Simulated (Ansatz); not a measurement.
Relaxation of ClH₆NSSi (10 atoms, charge 0, multiplicity 1), to a largest force component of 0.03 eV/Å in at most 50 steps.

Method: Ansatz 0.2.0, RHF/6-31G*.

```xyz
10
Properties=species:S:1:pos:R:3
Si 0.616 -0.362 -0.343
N -0.371 -0.124 2.502
H -1.226 -0.523 2.850
H -0.157 0.675 3.073
Cl 1.224 -0.288 -2.334
H 1.065 0.895 0.243
H -0.821 -0.606 -0.385
S 1.626 -1.978 0.669
H 0.773 -2.965 0.350
H 0.374 -0.820 2.646
```

Question: Where does it end, and by what steps?

Answer: It converged. The force dipped under the threshold on the way, but the program's further checks kept it going. After 34 steps the energy has fallen by 0.213 eV; H9 moved furthest, 1.00 Å.

```
step  energy less start (eV)  largest force component (eV/Å)  accepted
   0                  0.0000                           0.992       yes
   2                 -0.0849                           0.502       yes
   4                 -0.1122                           0.321       yes
   6                 -0.1234                           0.188       yes
   8                 -0.1286                           0.087       yes
  10                 -0.1356                           0.468       yes
  12                 -0.1562                           0.708       yes
  14                 -0.1422                           0.336        no
  16                 -0.1947                           0.277       yes
  18                 -0.1996                           0.078       yes
  20                 -0.2053                           0.025       yes
  22                 -0.2063                           0.070       yes
  24                 -0.2081                           0.038       yes
  26                 -0.2088                           0.191        no
  28                 -0.2115                           0.042       yes
  30                 -0.2120                           0.154        no
  32                 -0.2132                           0.037       yes
  34                 -0.2134                           0.028       yes
```

```xyz
10
Properties=species:S:1:pos:R:3
Si 0.505 -0.399 -0.096
N -0.248 -0.171 2.461
H -0.966 -0.828 2.711
H -0.617 0.750 2.612
Cl 1.081 -0.509 -2.117
H 1.329 0.690 0.422
H -0.923 -0.105 -0.177
S 0.970 -2.331 0.724
H 1.460 -2.892 -0.373
H 0.511 -0.301 3.105
```

The run took 83 s on 1 thread of Arm Neoverse V2 (shared host), peak memory 0.16 GiB.
